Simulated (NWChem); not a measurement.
Molecule: BH2OCl; SMILES OBCl

```xyz
5

B     -0.5592     0.5723     0.0000
H     -1.7590     0.7250     0.0000
Cl     0.1233    -1.0695     0.0000
O      0.2384     1.6613     0.0000
H      1.1886     1.4331     0.0000
```
Atoms are numbered in this order, from 1.

Level: PBE-D3(BJ)/def2-SVP (NWChem), optimised geometry, unscaled harmonic frequencies. 

```json
[
 {"frequency (cm⁻¹)": "376", "IR intensity (km/mol)": "19.0"},
 {"frequency (cm⁻¹)": "638", "IR intensity (km/mol)": "131.6"},
 {"frequency (cm⁻¹)": "731", "IR intensity (km/mol)": "45.8"},
 {"frequency (cm⁻¹)": "838", "IR intensity (km/mol)": "0.2"},
 {"frequency (cm⁻¹)": "977", "IR intensity (km/mol)": "64.2"},
 {"frequency (cm⁻¹)": "1122", "IR intensity (km/mol)": "150.3"},
 {"frequency (cm⁻¹)": "1341", "IR intensity (km/mol)": "289.4"},
 {"frequency (cm⁻¹)": "2620", "IR intensity (km/mol)": "100.1"},
 {"frequency (cm⁻¹)": "3697", "IR intensity (km/mol)": "54.1"}
]
```

- zero-point energy: 17.6 kcal/mol
- thermal correction to the enthalpy at 298.15 K (with zero-point energy): 20.4 kcal/mol
- heat capacity Cv: 10.6 cal/(mol K)
- entropy at 298.15 K and 1 atm (symmetry number 1): 63.3 cal/(mol K)
- dipole moment: 1.41 D

Rigid rotor and harmonic oscillator.
